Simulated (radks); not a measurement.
Results of a calculation; reference values are marked as such.
Problem. The potassium ion K+, [Ar]. Code: a radial shooting solver on a logarithmic mesh with Libxc functionals. Model: non-relativistic Kohn-Sham, exchange-only PBE, spin-polarised, spherical densities, point nucleus. Every spin shell is full or empty, so the densities are truly spherical. Functionals are evaluated on that one density, not self-consistently. Rank these exchange functionals by their error against the exact value of the orbitals, and give that value: LDA, B88, PBE, PW91, AM05, G96, TPSS, revTPSS, r2SCAN, MS2, Tao-Mo, TASK, MVS.

Solution. Exact: -32.5275 hartree. From best to worst, with 100 (|E| - |E exact|)/|E exact| (equal figures are ties): MS2 +0.01, r2SCAN +0.02, B88 -0.03, G96 +0.09, PW91 -0.13, TPSS +0.15, MVS -0.17, Tao-Mo -0.23, revTPSS -0.55, PBE -0.56, TASK -2.91, AM05 -6.64, LDA -7.52.
